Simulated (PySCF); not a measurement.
## Electron correlation in P²⁺ (phosphorus, charge +2)

[Ne] 3s1 3p2, high-spin 4P determinant (an excited configuration). Calculation: PySCF 2.14, in x2c-QZVPPall (9s6p4d2f1g, 70 functions); the spin-free X2C one-electron Hamiltonian (Gaussian nucleus). Frozen: 1s2; 11 electrons correlated.

```csv
level,correlation energy (mhartree)
CCSD,-198.10
(T),-1.21
CCSD(T),-199.31
```

Diagnostics: T1 = 0.0028, D1 = 0.0093, largest double amplitude 0.058.

Is a single reference adequate?

Yes: T1 lies below 0.03 and no double amplitude reaches 0.07.

This basis was not built for core-valence correlation, so the inner-shell part is incomplete.
